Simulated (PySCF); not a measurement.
A run for PySCF: D3(BJ) and D4 dispersion corrections on H2O (SMILES O).

```python
from pyscf import gto
from pyscf.dispersion import dftd3, dftd4

mol = gto.M(
    atom='''
    O    -0.00000000    0.00000000    0.38961139
    H     0.00000000    0.76498632   -0.19485569
    H     0.00000000   -0.76498632   -0.19485569
    ''',
    basis='def2-svp',
    charge=0, spin=0, verbose=0, max_memory=1800)
d3, d4 = {}, {}
for xc in ['hf', 'pbe', 'blyp', 'revpbe', 'tpss', 'r2scan', 'b3lyp', 'pbe0', 'bhlyp', 'camb3lyp', 'b2plyp']:
    d3[xc] = float(dftd3.DFTD3Dispersion(mol, xc=xc, version='d3bj', atm=False).get_dispersion()['energy'])
    print(f'D3(BJ) {xc:10s} {d3[xc]:14.8f} Eh')
for xc in ['hf', 'pbe', 'blyp', 'revpbe', 'tpss', 'r2scan', 'b3lyp', 'pbe0', 'bhlyp', 'camb3lyp', 'b2plyp']:
    d4[xc] = float(dftd4.DFTD4Dispersion(mol, xc={'camb3lyp': 'cam-b3lyp'}.get(xc, xc), atm=True).get_dispersion()['energy'])
    print(f'D4     {xc:10s} {d4[xc]:14.8f} Eh')
```

It printed:

```
D3(BJ) hf            -0.00450233 Eh
D3(BJ) pbe           -0.00035943 Eh
D3(BJ) blyp          -0.00071916 Eh
D3(BJ) revpbe        -0.00106188 Eh
D3(BJ) tpss          -0.00042042 Eh
D3(BJ) r2scan        -0.00008484 Eh
D3(BJ) b3lyp         -0.00057383 Eh
D3(BJ) pbe0          -0.00027686 Eh
D3(BJ) bhlyp         -0.00040942 Eh
D3(BJ) camb3lyp      -0.00021234 Eh
D3(BJ) b2plyp        -0.00023428 Eh
D4     hf            -0.00098317 Eh
D4     pbe           -0.00019578 Eh
D4     blyp          -0.00047287 Eh
D4     revpbe        -0.00094918 Eh
D4     tpss          -0.00026710 Eh
D4     r2scan        -0.00004686 Eh
D4     b3lyp         -0.00031026 Eh
D4     pbe0          -0.00015671 Eh
D4     bhlyp         -0.00018233 Eh
D4     camb3lyp      -0.00014972 Eh
D4     b2plyp        -0.00013382 Eh
```

The run finished.

Cost: very roughly 0.06 core-seconds.
